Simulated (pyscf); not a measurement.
**H₂N–NH–SiH₂–SiH₃ (SMILES NN[SiH2][SiH3]), singlet**

Gas-phase minimum from PySCF at ωB97X-D3(BJ)/def2-SVP, one conformer. H₂N–NH–SiH₂–SiH₃ lies 71.9 kcal/mol over its isomer H₂N–SiH₂–NH–SiH₃ (electronic energy, ωB97M-D3(BJ)). 

```xyz
12

N     -1.8369    -0.5843     1.9122
N     -0.8517    -0.3868     0.9276
Si    -1.1467    -0.5307    -0.7747
Si     0.8483    -0.0681    -1.8956
H     -2.5798     0.1082     1.8141
H     -2.2574    -1.5100     1.8217
H      0.0694    -0.2418     1.3239
H     -1.6406    -1.8977    -1.1473
H     -2.2219     0.4168    -1.2133
H      1.9225    -1.0025    -1.4431
H      1.2908     1.3309    -1.6175
H      0.6596    -0.2305    -3.3677
```

Bond lengths (Å): N1–N2 1.407, N1–H5 1.020, N1–H6 1.021, N2–Si3 1.734, N2–H7 1.013, Si3–Si4 2.335, Si3–H8 1.501, Si3–H9 1.499, Si4–H10 1.494, Si4–H11 1.493, Si4–H12 1.493. Angles (°): N2–N1–H5 110.3, N2–N1–H6 110.7, H5–N1–H6 107.9, N1–N2–Si3 123.8, N1–N2–H7 112.5, Si3–N2–H7 123.4, N2–Si3–Si4 108.0, N2–Si3–H8 112.1, N2–Si3–H9 110.9, Si4–Si3–H8 110.0, Si4–Si3–H9 110.3, H8–Si3–H9 105.5, Si3–Si4–H10 110.2, Si3–Si4–H11 110.4 (the first ones only).

Properties at ωB97X-D3(BJ)/def2-SVP:

* **Harmonic wavenumbers, unscaled**: 31, 82, 110, 123, 284, 375, 441, 452, 531, 627, 747, 793, 849, 908, 917, 951, 958, 1009, 1232, 1322, 1416, 1676, 2192, 2213, 2241, 2247, 2251, 3504, 3587, 3651 cm⁻¹
* **Zero-point energy**: 53.9 kcal/mol
* **Rotational symmetry number**: 1
* **Entropy of this conformer at 298 K and 1 atm, rigid rotor and harmonic oscillator, modes under 100 cm⁻¹ raised to 100**: 358.8 J/(mol K)
* **Dipole moment**: 0.53 D

Single-point totals, which compare only within one level:

```tsv
level	total energy (hartree)
ωB97X-D3(BJ)/def2-TZVP	-693.43457
PBE/def2-TZVP	-692.89045
r²SCAN/def2-TZVP	-693.21311
B3LYP-D3(BJ)/def2-TZVP	-693.40096
PBE0-D3(BJ)/def2-TZVP	-692.96620
M06-2X/def2-TZVP	-693.23201
ωB97M-D3(BJ)/def2-TZVP	-693.44274
```

The lowest mode is so soft that the shape along it may change with the basis. Soft torsions are taken as harmonic, which can shift the entropy by several J/(mol K).
